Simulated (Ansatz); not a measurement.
`Cl[SiH2][O][GeH3]` + H–F → `F[SiH2]Cl` + `[OH][GeH3]` at 400 K and 1 bar (ligand exchange at the Si–O bond).

Isolated molecules relaxed with PBE0-D4/def2-TZVP in Ansatz; ΔE leaves out vibrations. CCSD(T)/CBS is the MP2 limit (def2-TZVPP, def2-QZVPP) plus CCSD(T) − MP2 in def2-TZVPP, frozen cores. This one scheme is used for every species. For Ge outer-core shells are correlated without core-valence functions, which leaves a few kJ/mol of doubt a bond. Scalar relativity is left out up to krypton. One conformer a species, not always the lowest.

| species | CCSD(T)/CBS energy (Eh) | H − E (kJ/mol) | S (J/(mol·K)) |
| --- | --- | --- | --- |
| `Cl[SiH2][O][GeH3]` | -2903.25837 | 156.3 | 403.2 |
| H–F | -100.39570 | 36.5 | 182.2 |
| `F[SiH2]Cl` | -849.96195 | 76.1 | 299.2 |
| `[OH][GeH3]` | -2153.69723 | 116.2 | 291.7 |

H − E and S are ideal-gas, rigid-rotor, harmonic terms from PBE0-D4/def2-TZVP, for one conformer and one mirror image of each species. 1 Eh = 2625.50 kJ/mol, R = 8.31446 J/(mol·K).

By hand: ΔE, ΔH, ΔS and ΔG.

ΔE = (-849.96195) + (-2153.69723) − (-2903.25837) − (-100.39570) = -0.00511 Eh = -13.4 kJ/mol. Δ(H − E) = 76.1 + 116.2 − 156.3 − 36.5 = -0.5, so ΔH = -13.9 kJ/mol. ΔS = 299.2 + 291.7 − 403.2 − 182.2 = 5.5 J/(mol·K). ΔG = -13.9 − 400 × (5.5)/1000 = -16.1 kJ/mol.

By hand: the equilibrium constant, and the temperature at which ΔG would vanish if ΔH and ΔS stayed fixed.

log₁₀ K = −ΔG/(RT ln 10) = 2.1. ΔH and −TΔS have one sign here, so there is no such temperature. One of them is within its doubt of zero, so this could turn.

The number of gas molecules stays the same, so ΔS is small and ΔH decides. A doubt of 5 kJ/mol in ΔE shifts log₁₀ K by 0.7 here. Other conformers and mirror images would add mixing entropy, several J/(mol·K) or more a flexible species. Modes under 60 cm⁻¹, often nearly free rotors, make the harmonic entropy too high. These are equilibria of isolated gas molecules and say nothing of rates. Largest T1 diagnostic: 0.011 (customary marks: 0.02 for closed shells, 0.045 for open ones).
